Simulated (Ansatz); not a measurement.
Consider the formal hydrolysis of a Ge–S bond: `N[SiH2][S][GeH2][NH2]` + H₂O → `[NH2][GeH2][OH]` + `N[SiH2]S`.

Isolated molecules relaxed with PBE0-D4/def2-TZVP in Ansatz; ΔE leaves out vibrations. CCSD(T)/CBS adds triple-zeta CCSD(T) − MP2 to the extrapolated MP2 energy (def2 sets, frozen cores). This one scheme is used for every species. DFT in def2-TZVPP. For Ge outer-core shells are correlated without core-valence functions, which leaves a few kJ/mol of doubt a bond. Scalar relativity is left out up to krypton. One conformer a species, not always the lowest.

```
 level  ΔE (kJ/mol)
   PBE         35.3
r2SCAN         35.8
```

(1) What does CCSD(T)/CBS give? (Best estimate.)

Largest T1 diagnostic among the species: 0.011.

## Answers

(1) The calculation gave: +39.9 kJ/mol. The listed levels differ from it by -4.6, -4.1 kJ/mol.

The D4 term adds +17.1 kJ/mol with B3LYP and +9.8 kJ/mol with PBE0; it sums over pairs of atoms, weighted by their polarisabilities, and B3LYP, whose exchange is more repulsive, gets the larger term. In def2-TZVPP, CCSD(T) changes the Hartree–Fock value by +24.1 kJ/mol (the triples alone add +4.7 kJ/mol) and MP2 by +29.5 kJ/mol.

B3LYP here is the variant with VWN-RPA as its local correlation; programs differ in this.
